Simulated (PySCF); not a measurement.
CCl3NOSi, SMILES O=C=N[Si](Cl)(Cl)Cl. Atoms are numbered in the order given.

```xyz
7

O      0.0000     0.0000     3.7357
C      0.0000     0.0000     2.5736
N      0.0000     0.0000     1.3736
Si     0.0000     0.0000    -0.3133
Cl     1.6624     0.9598    -0.9913
Cl    -1.6624     0.9598    -0.9913
Cl     0.0000    -1.9196    -0.9913
```
Charge 0, spin multiplicity 1.

Coordinates come from a PBE0-D3(BJ)/def2-SVP optimisation. The values are those of a single conformer.

Vertical ionisation energy (IE) and electron affinity (EA) in eV. Rows of orbital energies are one-electron estimates. Where ΔSCF, EOM or ADC give a negative EA the extra electron is unbound and the value depends on the basis.

```json
[
 {"level": "−ε(HOMO), −ε(LUMO), M06-2X/def2-TZVP (PySCF)", "IE": "10.74", "EA": "-0.62"},
 {"level": "−ε(HOMO), −ε(LUMO), PBE/def2-TZVP (PySCF)", "IE": "7.91", "EA": "1.38"}
]
```
